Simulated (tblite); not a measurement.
C2H12SSi3.
Bonds: Si1–C2, C2–C3, C3–Si4, Si4–S5, S5–Si6. Hydrogens: H7, H8, H9 on Si1; H10, H11 on C2; H12, H13 on C3; H14, H15 on Si4; H16, H17, H18 on Si6.

Computed geometry: GFN2-xTB, gas phase.

Entries marked ? are missing. Bonds in one row agree within 0.01 Å.

| coordinate | value |
| --- | --- |
| Si1–C2 | 1.901 Å |
| C2–C3 | 1.530 Å |
| C3–Si4 | ? |
| Si4–S5 | ? |
| S5–Si6 | ? |
| Si1–H7, Si1–H8, Si1–H9 | 1.465 Å |
| C2–H10, C2–H11 | 1.092 Å |
| C3–H12, C3–H13 | 1.092 Å |
| Si4–H14, Si4–H15 | 1.459 Å |
| Si6–H16, Si6–H17, Si6–H18 | 1.456 Å |
| Si1–C2–C3 | ? |
| C2–C3–Si4 | ? |
| C3–Si4–S5 | 109.9° |
| Si4–S5–Si6 | ? |

Estimate the withheld lengths and angles.

- C3–Si4 = 1.901 Å, drawn single (sp3 carbon bound to silicon to SiH2 silicon); 0.03 Å above the sum of covalent radii, 1.87 Å.
- Si4–S5 = 2.156 Å, drawn single (ends: SiH2 silicon; sulfur bonded to 2 Si); equal to the sum of covalent radii, 2.16 Å.
- S5–Si6 = 2.143 Å, drawn single (ends: sulfur bonded to 2 Si; SiH3 silicon); 0.02 Å below the sum of covalent radii, 2.16 Å.
- Si1–C2–C3 = 112.8°, at the sp3 carbon bound to silicon; the outer atoms are 2.865 Å apart.
- C2–C3–Si4 = 112.4°, at the sp3 carbon bound to silicon; the outer atoms are 2.859 Å apart.
- Si4–S5–Si6 = 104.0°, at the sulfur bonded to 2 Si; the outer atoms are 3.387 Å apart.

Radii are Cordero's, carbon taken as 0.76, 0.73 or 0.69 Å for four, three, and two or fewer neighbours.

Its GFN2-xTB frequencies are all real (lowest 26 cm⁻¹). The numbers are those of one conformer (Si1–C2–C3–Si4 175°, C2–C3–Si4–S5 -54°, C3–Si4–S5–Si6 -55°).
